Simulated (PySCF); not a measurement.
**Dipole response of Cu (copper, neutral)**

[Ar] 3d10 4s1, 2S determinant. All numbers are calculated (PySCF 2.14, the spin-free X2C one-electron Hamiltonian (Gaussian nucleus), in aug-cc-pwCVTZ-DK with one added diffuse shell each of s, p, d, f, g type (11s10p8d5f4g, 152 functions)). Coupled (time-dependent) response in atomic units; α is the mean over directions.

| method | mean α (bohr³) | C₆ (like pair) | S(−4) |
| --- | --- | --- | --- |
| UHF | 71.63 | 504.8 | 5162 |
| PBE | 41.84 | 270.7 | 1361 |

S(−4) is the Cauchy moment in α(ω) = α(0) + S(−4) ω² + …

Reference α: 46.5 ± 0.5 bohr³ (recommended; Schwerdtfeger and Nagle, table of static dipole polarizabilities (2023 update)). Published C₆: 253.0 (Chu and Dalgarno (2004); Tang, Norbeck and Certain (1976)).

Hartree-Fock lies above the reference because it lacks correlation, which contracts the outer shell.

α(iu) at PBE:

| u (hartree) | α(iu) (bohr³) |
| --- | --- |
| 0 | 41.84 |
| 0.0500 | 38.74 |
| 0.100 | 32.04 |
| 0.200 | 20.18 |
| 0.300 | 13.56 |
| 0.500 | 7.726 |
| 0.750 | 4.848 |
| 1.00 | 3.450 |
| 1.50 | 2.108 |
| 2.00 | 1.470 |
| 3.00 | 0.8654 |
| 5.00 | 0.4243 |

A single London oscillator, α(iu) = α/(1 + u²/ω²), gives C₆ = (3/4) ω α². Matching the computed C₆ needs ω = 4 × 270.7 / (3 × 41.84²) = 0.206 hartree.
